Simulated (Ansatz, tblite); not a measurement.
Forces on diborane 1,1-di F (B₂H₄F₂) at its PBE-D4/def2-TZVP geometry. The state is a singlet with charge 0.

The xTB rows come from tblite.

GFN1-xTB (tblite), largest force 0.72 eV/Å:

```xyz
8
positions Å, forces eV/Å
B    -0.111    0.532   -0.688   -0.036    0.169   -0.217
F    -1.134    0.350   -1.534    0.294    0.164    0.122
F     0.738    1.543   -0.914   -0.285   -0.206   -0.070
H    -0.564    0.549    0.643   -0.003    0.112   -0.205
B     0.113   -0.542    0.701    0.091   -0.439    0.569
H     1.042   -0.333    1.423   -0.319   -0.184   -0.127
H    -0.674   -1.428    0.854    0.312    0.219    0.082
H     0.589   -0.671   -0.486   -0.054    0.166   -0.155
```

GFN2-xTB (tblite), largest force 0.67 eV/Å:

```
B -0.033 0.153 -0.196
F 0.489 0.333 0.138
F -0.496 -0.296 -0.188
H 0.040 0.042 -0.202
B 0.084 -0.405 0.524
H -0.501 -0.322 -0.164
H 0.502 0.318 0.168
H -0.085 0.176 -0.080
```

r2SCAN-D4/def2-TZVP (Ansatz), largest force 0.51 eV/Å:

```
B -0.043 0.197 -0.252
F 0.395 0.080 0.315
F -0.331 -0.383 0.074
H 0.082 -0.066 -0.119
B 0.012 -0.058 0.076
H -0.130 -0.020 -0.111
H 0.107 0.131 -0.033
H -0.092 0.118 0.051
```
